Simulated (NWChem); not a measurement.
# FeCl₃, sextet; SMILES [Fe]([Cl])([Cl])[Cl]

Results from NWChem. Spin-unrestricted. Geometry: optimised at B3LYP/6-31G* (spherical d), spin-unrestricted. No stability test was run on the SCF state.

Task: Predict the results for PBE/def2-TZVPP. Quantities: highest occupied level (eV); lowest empty minus highest occupied level, either spin (eV); <S²>.

Result: 
| Quantity | Result |
|---|---|
| highest occupied level (eV) | -7.29 |
| lowest empty minus highest occupied level, either spin (eV) | 0.89 |
| <S²> | 8.76 |
